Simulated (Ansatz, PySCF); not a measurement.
Caution: the highest occupied level lies above zero, so the state may not be bound. This singlet lies 1.18 eV below the relaxed triplet at the level frozen-core CCSD(T)/aug-cc-pVTZ // PBE0-D3(BJ)/def2-TZVPD (Ansatz, an electronic-structure program).

Z-matrix (Å, degrees):
```
N
H 1 1.0023
H 1 1.0232 2 112.11
B 1 1.4229 2 122.09 3 -179.98
H 4 1.2374 1 107.33 2 179.78
```
Charge -1, spin multiplicity 1.

Task: Give the HOMO and total energy at the level PBE0-D3(BJ)/def2-TZVPD (PySCF).

Result: 
```json
{
  "HOMO": "1.61 eV",
  "total_energy": "-2211.69 eV"
}
```
